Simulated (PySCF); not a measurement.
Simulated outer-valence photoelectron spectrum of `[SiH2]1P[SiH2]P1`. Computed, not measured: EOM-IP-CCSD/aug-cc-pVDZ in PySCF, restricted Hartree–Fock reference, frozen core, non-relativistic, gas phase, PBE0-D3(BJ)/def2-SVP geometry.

Each root has a Gaussian of 0.4 eV full width with its one-hole share as area; cross sections and vibrations are left out, and the highest printed point is 100.

ionisation energy (eV), intensity and a bar:
```
      8.0          0 
      8.1          1 
      8.2          5 #
      8.3         14 ####
      8.4         31 #########
      8.5         47 ##############
      8.6         51 ###############
      8.7         39 ############
      8.8         21 ######
      8.9          8 ##
      9.0          2 #
      9.1          0 
      9.2          0 
      9.3          0 
      9.4          2 #
      9.5          7 ##
      9.6         20 ######
      9.7         38 ###########
      9.8         51 ###############
      9.9         48 ##############
     10.0         32 ##########
     10.1         16 #####
     10.2         10 ###
     10.3         19 ######
     10.4         44 #############
     10.5         79 ########################
     10.6        100 ##############################
     10.7         91 ###########################
     10.8         60 ##################
     10.9         31 #########
     11.0         21 ######
     11.1         30 #########
     11.2         45 #############
     11.3         51 ###############
     11.4         41 ############
     11.5         23 #######
     11.6          9 ###
     11.7          3 #
     11.8          1 
     11.9          1 
     12.0          4 #
     12.1         12 ####
     12.2         28 ########
     12.3         44 #############
     12.4         50 ###############
     12.5         41 ############
     12.6         26 ########
     12.7         21 ######
     12.8         29 #########
     12.9         44 #############
     13.0         52 ################
     13.1         46 ##############
     13.2         39 ############
     13.3         41 ############
     13.4         49 ###############
     13.5         50 ###############
     13.6         36 ###########
     13.7         19 ######
     13.8          7 ##
     13.9          2 #
     14.0          0
```

Q: Where are the maxima, and how many lines lie under the curve?

A: 7 maxima, at 8.6, 9.8, 10.6, 11.3, 12.4, 13.0 and 13.5 eV, from 8 lines. At this width some lines have no maximum of their own.

Q: List the lines with their holes.

A: 
```json
{"E (eV)": "8.57", "leading hole (HF orbital)": "HOMO", "area": "0.95", "Koopmans (eV)": "9.01"}
{"E (eV)": "9.84", "leading hole (HF orbital)": "HOMO-1", "area": "0.95", "Koopmans (eV)": "10.45"}
{"E (eV)": "10.59", "leading hole (HF orbital)": "HOMO-3", "area": "0.93", "Koopmans (eV)": "11.35"}
{"E (eV)": "10.65", "leading hole (HF orbital)": "HOMO-2", "area": "0.95", "Koopmans (eV)": "11.25"}
{"E (eV)": "11.29", "leading hole (HF orbital)": "HOMO-4", "area": "0.94", "Koopmans (eV)": "12.17"}
{"E (eV)": "12.39", "leading hole (HF orbital)": "HOMO-5", "area": "0.93", "Koopmans (eV)": "13.41"}
{"E (eV)": "12.99", "leading hole (HF orbital)": "HOMO-6", "area": "0.93", "Koopmans (eV)": "14.03"}
{"E (eV)": "13.46", "leading hole (HF orbital)": "HOMO-7", "area": "0.92", "Koopmans (eV)": "14.55"}
```

The widest gap, 1.27 eV, lies between 8.57 and 9.84 eV. Only orbitals with −ε under 21 eV, eight at most, were ionised, so the high end of the curve may lack lines.
